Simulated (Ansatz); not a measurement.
Correlation energies of `[F][Hf]([F])([SH])[SH]` by basis set

Cartesian coordinates in Å:
```
F 2.106 -0.980 0.195
Hf 0.612 0.080 -0.276
F 0.992 1.387 -1.589
S -0.138 1.097 1.808
S -1.186 -1.271 -1.212
H -1.154 1.710 1.169
H -1.232 -2.023 -0.094
```

Charge 0, multiplicity 1. Correlated methods include outer-core shells of Hf, which these sets cover unevenly. Hf: def2 effective core potential. Geometry: relaxed with PBE0-D4/def2-TZVP. It is one conformer, not always the lowest. Frozen core, restricted reference, Ansatz.

```
     basis      HF (Eh)  MP2 corr.  CCSD corr.       (T)  CCSD(T) total
  def2-SVP  -1042.43476          ?    -0.88575         ?              ?
def2-TZVPP  -1042.98699   -1.17563    -1.20093  -0.04885    -1044.23677
def2-QZVPP            ?          ?           –         –              –
```

**Question.** Fill in the withheld values. (Best estimate.)

**Answer.** Computed: def2-SVP MP2 corr.: -0.85832; def2-SVP (T): -0.02493; def2-SVP CCSD(T) total: -1043.34544; def2-QZVPP HF (Eh): -1043.01953; def2-QZVPP MP2 corr.: -1.30432.
